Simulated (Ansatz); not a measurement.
Cost and result for the atomization energy of CH5GaOSSi, SMILES `[GaH2][SiH]1OCS1` (10 atoms, 10 bonds).

Z-matrix (Å, degrees):
```
Si
O 1 1.676
C 1 2.363 2 36.2
Ga 1 2.411 2 116.8 3 -109.1
S 1 2.150 2 84.5 3 -0.3
H 1 1.493 2 110.9 3 115.0
H 3 1.092 1 125.0 2 -85.2
H 3 1.092 1 124.1 2 85.8
H 4 1.570 1 121.8 2 -5.5
H 4 1.573 1 118.6 2 168.4
```

Charge 0, multiplicity 1. Correlated methods include outer-core shells of Ga, which these sets cover unevenly. Scalar relativity is left out up to krypton. The geometry is a stationary point of PBE0-D4/def2-TZVP. Program: Ansatz. All runs use 4 threads of an INTEL XEON PLATINUM 8581C on a shared host. Times are those of one run each, without the atoms' runs, and a repeat can differ threefold. Electronic energies, without spin–orbit coupling; frozen cores. CCSD(T)/CBS adds CCSD(T) − MP2 in def2-TZVPP to the MP2 limit, and its time is that of the two runs behind it. T1 = 0.013. With those shells the extrapolation isn't a true limit. B3LYP takes the VWN-RPA correlation (the form of Gaussian; ORCA's B3LYP/G). HSE06 is the plane-wave form, built on full-range PBE exchange.

CCSD(T)/CBS is a level of theory with its own doubt, some kJ/mol a heavy atom from the limit and from the frozen cores, so smaller differences don't rank the functionals.

```json
{"level": "LDA (SPW92)/def2-TZVPP", "functions": "264", "wall time": "1 s"}
{"level": "PBE0-D4/def2-TZVPP", "functions": "264", "wall time": "2.5 s"}
{"level": "HSE06-D4/def2-TZVPP", "functions": "264", "wall time": "2.9 s"}
{"level": "CAM-B3LYP-D4/def2-TZVPP", "functions": "264", "wall time": "3.1 s"}
{"level": "B3LYP-D4/def2-TZVPP (with forces)", "functions": "264", "wall time": "3.9 s"}
{"level": "B2PLYP/def2-TZVPP", "functions": "264", "wall time": "4.2 s"}
{"level": "CCSD(T)/def2-SVP", "functions": "121", "wall time": "4.4 s"}
{"level": "B97M-V/def2-TZVPP", "functions": "264", "wall time": "5.5 s"}
{"level": "ωB97X-V/def2-TZVPP", "functions": "264", "wall time": "5.5 s"}
{"level": "ωB97M-V/def2-TZVPP (with forces)", "functions": "264", "wall time": "8 s"}
{"level": "MP2/def2-QZVPP", "functions": "493", "wall time": "18 s"}
{"level": "CCSD(T)/def2-TZVPP", "functions": "264", "wall time": "110 s"}
{"level": "CCSD(T)/CBS(def2)", "functions": "–", "wall time": "2.1 min"}
```

(1) What atomization energy does each give, and how far from CCSD(T)/CBS? (An estimate is asked.)

## Answers

(1) Ansatz gave: 
```tsv
level	atomization (kJ/mol)	difference from CCSD(T)/CBS	per bond
LDA (SPW92)/def2-TZVPP	3740.7	497.1	49.7
PBE0-D4/def2-TZVPP	3232.9	-10.7	-1.1
HSE06-D4/def2-TZVPP	3235.1	-8.5	-0.8
CAM-B3LYP-D4/def2-TZVPP	3226.3	-17.3	-1.7
B3LYP-D4/def2-TZVPP (with forces)	3206.8	-36.8	-3.7
B2PLYP/def2-TZVPP	3175.1	-68.5	-6.8
CCSD(T)/def2-SVP	2984.5	-259.1	-25.9
B97M-V/def2-TZVPP	3269.7	26.1	2.6
ωB97X-V/def2-TZVPP	3266.2	22.6	2.3
ωB97M-V/def2-TZVPP (with forces)	3244.1	0.5	0.1
MP2/def2-QZVPP	3263.4	19.8	2.0
CCSD(T)/def2-TZVPP	3150.8	-92.8	-9.3
CCSD(T)/CBS(def2)	3243.6	0.0	0.0
```

From r2SCAN to r2SCAN0 (25 % exact exchange), in def2-TZVPP and without D4, the atomization energy moves by −59.2 kJ/mol: exact exchange takes away binding that semilocal exchange gives to molecules. Leaving LDA and LC-ωPBE aside and taking each functional with its dispersion term where it has one, the values, not all of them listed here, spread over 167.8 kJ/mol, from BHLYP-D4 to PBE-D4. LDA lies +481.6 kJ/mol from PBE without D4, its usual overbinding. The D4 term adds +46.4 kJ/mol with B3LYP and +24.2 kJ/mol with PBE0; it sums over pairs of atoms, weighted by their polarisabilities, and B3LYP, whose exchange is more repulsive, gets the larger term.
